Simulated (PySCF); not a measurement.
C$_{3}$H$_{10}$N (SMILES CC[NH2+]C), charge +1, singlet, geometry from GFN2-xTB. Base run: DF-R2SCAN/STO-3G run with PySCF.

Here is a job for PySCF.
```python
from pyscf import gto, scf, dft

mol = gto.Mole()
mol.atom = '''
    C     1.21296475   -0.43505659    1.05745699
    C     0.49340484    0.73006851    0.40560672
    N    -0.22912828    0.30572748   -0.83364535
    C    -1.42679703   -0.52369353   -0.58580884
    H     1.90138003   -0.91149101    0.36319589
    H     1.79585188   -0.06458150    1.89576360
    H     0.52350240   -1.17871165    1.44533444
    H     1.21504360    1.49985744    0.12601840
    H    -0.23433377    1.16776361    1.09065133
    H     0.42852521   -0.22443572   -1.42056931
    H    -0.51217892    1.14132391   -1.35893829
    H    -2.12795182    0.01940297    0.04481675
    H    -1.91645003   -0.76834228   -1.52611082
    H    -1.14692605   -1.44878838   -0.08817373
'''
mol.basis = 'sto-3g'
mol.charge = 1
mol.verbose = 4
mol.build()

mf = dft.RKS(mol)
mf.xc = 'r2scan'
mf = mf.density_fit(auxbasis='def2-universal-jkfit')
mf.kernel()
```

The job was repeated with other settings on one machine. Differences are taken from the largest basis of the Pople family in the series, which isn't the basis-set limit (6-311G**: -13.864 eV). The cheapest run took about 7 core-seconds (a rough figure).

```tsv
setting	basis functions	cost, times the cheapest (rough)	difference in HOMO energy (eV)
STO-3G	30	1	0.506
6-31G	56	2	0.043
6-31G*	76	3	0.026
6-311G**	132	5	reference
```

Times come from a shared machine, hold the start-up and are rough.
